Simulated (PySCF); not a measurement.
Atom-mapped SMILES (the numbers label the heavy atoms): `[CH3:1][CH:2]([CH3:3])[c:4]1[cH:5][cH:6][n:7][cH:8][cH:9]1` (H(Xn): hydrogen on atom n).

[PySCF 2.14.0 with density-fitted response routines: NMR shieldings at KT2/pcSseg-1/GIAO; geometry from PBE0-D3(BJ)/def2-SVP; in vacuum; non-relativistic; single conformer; one averaged value for each set of equivalent atoms]

Task: Predict the 2D correlation tables (HSQC, COSY, HMBC).

Result: 

HSQC (one-bond C–H):
```
                δH             δC
8.37 (H(C6)/H(C8))  144.3 (C6/C8)
6.76 (H(C5)/H(C9))  116.8 (C5/C9)
      2.40 (H(C2))      40.6 (C2)
1.24 (H(C1)/H(C3))   26.6 (C1/C3)
```

COSY cross peaks (H two or three bonds apart, from the bond graph; peaks can be absent where the dihedral angle is near 90°):
```
                δH                  δH
8.37 (H(C6)/H(C8))  6.76 (H(C5)/H(C9))
      2.40 (H(C2))  1.24 (H(C1)/H(C3))
```

HMBC (two and three bonds, from the bond graph):
```
                δH                                                   δC
8.37 (H(C6)/H(C8))             150.5 (C4), 144.3 (C6/C8), 116.8 (C5/C9)
6.76 (H(C5)/H(C9))  150.5 (C4), 144.3 (C6/C8), 116.8 (C5/C9), 40.6 (C2)
      2.40 (H(C2))              150.5 (C4), 116.8 (C5/C9), 26.6 (C1/C3)
1.24 (H(C1)/H(C3))                  150.5 (C4), 40.6 (C2), 26.6 (C1/C3)
```

δ = σ(ref) − σ, references computed at the same level: ¹H and ¹³C vs TMS.

Short H···H contacts in this conformer between protons four or more bonds apart (candidates for NOE cross peaks, intensity ∝ r⁻⁶): H(C2)···H(C9) 2.32 Å, H(C1)···H(C5) 2.46 Å.

Shifts are as computed. Against solution values, carbons near 30 ppm lie about +2 ppm off and those near 130 ppm about -5 ppm. Of 1211 compounds with measured shifts, 218 miss one by over three times the rms of a fit or turn the order of signals round; such compounds aren't used in these exercises.
